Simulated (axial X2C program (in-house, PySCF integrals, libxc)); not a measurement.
**Nuclear properties of InSH**

Calculated with an in-house all-electron X2C program for linear molecules (integrals from PySCF): two-component X2C with atomic mean-field Coulomb and Gaunt terms, Gaussian nuclei, basis In dyall-v3z, S dyall-av3z, H dyall-v3z with contracted cores.

In–S–H held linear, with bonds 2.436 and 1.346 Å (near the PBE0 minimum at charge 0 of the determinant lowest at the starting distance; the state shown can have its own minimum elsewhere, held linear; other orders of the atoms were not compared).

Input and command:
```json
{"zs": [49, 16, 1], "q": 0, "bas": ["dyall-v3z", "dyall-av3z", "dyall-v3z"], "r0": [2.45, 1.34], "symm": 0, "scan": ["PBE0", "HF", "PBE"], "levels": ["PBE0", "HF", "r2SCAN"], "nst": 2}
```
```bash
python solin.py task.json out
```

Keys: zs atomic numbers; q charge; bas basis sets; r0 starting distance in Å; symm equal bonds; scan levels of the two-bond scan; levels methods; nst determinants followed.

Determinant lowest in the PBE0 search, Ω = 0 (closed shell), highest spinor 83% S p, 7% In p, 4% H p:

```
 level  qzz In (a.u.)  qzz S (a.u.)  qzz H (a.u.)  μ (D)
  PBE0          -1.86          1.93          0.24  -2.90
    HF          -2.18          1.93          0.24  -2.94
r2SCAN          -1.81          1.91          0.24  -2.64
```

qzz is the electric field gradient, eQq0 = 234.96 MHz × Q/barn × qzz; μ is positive if the H end (last atom) is positive. The operators were transformed with the bare-nucleus X2C matrices; with these basis sets, hyperfine constants and field gradients can be off by tens of per cent, and where levels differ in sign neither size nor sign is settled.

(1) With Q(115In) = 0.772 barn, Q(33S) = -0.0694 barn (Q from Pyykkö, Mol. Phys. 2018), turn the PBE0 values of the first state into constants in MHz.

The molecule was held linear; bending was not examined, so a bent shape may lie lower. Hydrosulfides and their kin are strongly bent in nature, so this linear model does not describe the real molecule.

Each state is one determinant with collinear spin. The search compared states at one distance, so a state with another bond length can lie lower.

Results:

(1) eQq0(115In) = 234.96 × (0.772) × (-1.86) = -337 MHz; eQq0(33S) = 234.96 × (-0.0694) × (1.93) = -31.5 MHz.
